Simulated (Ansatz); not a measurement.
C₂H₁₀AlAsO (`[CH3][Al-]([CH3])([OH])[AsH3+]`), relaxed with RKS PBE0-D4/def2-TZVP in Ansatz 0.2.0 from a PBE-D4/def2-SVP geometry. The force threshold is 0.005 eV/Å; the program also tests the step.

The species carries charge 0 and has multiplicity 1.

Start:

```xyz
15

C    -0.485    1.183   -1.613
Al   -0.178   -0.489   -0.601
C    -1.517   -1.266    0.618
O     0.998   -1.651   -1.161
As    1.348    0.645    1.448
H    -1.119    0.991   -2.507
H    -1.023    1.939   -1.002
H     0.450    1.658   -1.981
H    -1.068   -2.026    1.291
H    -2.308   -1.787    0.034
H    -2.032   -0.511    1.249
H     1.550   -1.466   -1.937
H     0.924    0.469    2.908
H     2.786    0.175    1.668
H     1.672    2.137    1.585
```

Problem. How much energy does the relaxation release, and in how many steps? (Estimate.)

Solution. Ansatz gave: 1.75 kcal/mol, in 38 steps, 4 of them rejected.

Problem. Which bonds change most? (Estimate.)

Solution. The calculation gave: Al2–As5 from 2.796 to 2.751 Å; As5–H13 from 1.530 to 1.509 Å; Al2–O4 from 1.746 to 1.726 Å; As5–H15 from 1.533 to 1.513 Å.

Problem. Give the relaxed structure. (Estimate.)

Solution. The calculation gave: 
```xyz
15

C    -0.411    1.091   -1.703
Al   -0.204   -0.469   -0.526
C    -1.652   -1.114    0.623
O     0.999   -1.646   -0.906
As    1.357    0.630    1.454
H    -1.002    0.833   -2.589
H    -0.937    1.912   -1.204
H     0.545    1.485   -2.063
H    -1.301   -1.857    1.345
H    -2.432   -1.596    0.025
H    -2.136   -0.306    1.181
H     1.601   -1.523   -1.638
H     1.805   -0.332    2.527
H     2.740    1.118    1.088
H     1.028    1.774    2.387
```
